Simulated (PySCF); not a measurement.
PySCF input for GaH3OSe2, SMILES [OH][Ga]([SeH])[SeH], HF/pcSseg-1. Coordinates come from a B3LYP-D3(BJ)/def2-SVP optimisation. Other conformers were not sampled.

```python
import numpy as np
from pyscf import gto, scf, dft
from pyscf.prop.nmr import rhf as nmr

mol = gto.M(
    atom='''
    Ga   -0.54662152    0.00396813   -0.00000000
    O    -2.33136321    0.12515180    0.00000000
    H    -2.81265325   -0.71187923    0.00000000
    Se    0.50603855   -2.09334404    0.00000000
    H     1.84695445   -1.47806102   -0.00000000
    Se    0.51475823    2.08167173    0.00000000
    H     1.85478136    1.46257242   -0.00000001
    ''',
    basis='pcSseg-1',
    charge=0,
    spin=0,
    max_memory=1600,
    verbose=3,
)
mf = scf.RHF(mol)
mf.conv_tol = 1e-10
mf.max_cycle = 100
mf.kernel()
n = nmr.NMR(mf)
n.verbose = 2
n.max_cycle_cphf = 60
sigma = n.kernel()
print('atom   isotropic/ppm   span/ppm')
for i, s in enumerate(sigma):
    w = np.linalg.eigvalsh((s + s.T) / 2)
    print(f'{mol.atom_symbol(i):2s}{i + 1:3d} {w.mean():14.3f} {w[2] - w[0]:11.3f}')
```

Log of the run:

```
converged SCF energy = -6798.86533721672
atom   isotropic/ppm   span/ppm
Ga  1       1478.334     247.289
O   2        287.738      97.930
H   3         29.502      24.112
Se  4       2241.507     307.109
H   5         31.058      25.479
Se  6       2242.700     323.793
H   7         31.339      25.490
```

Self-consistency was reached.
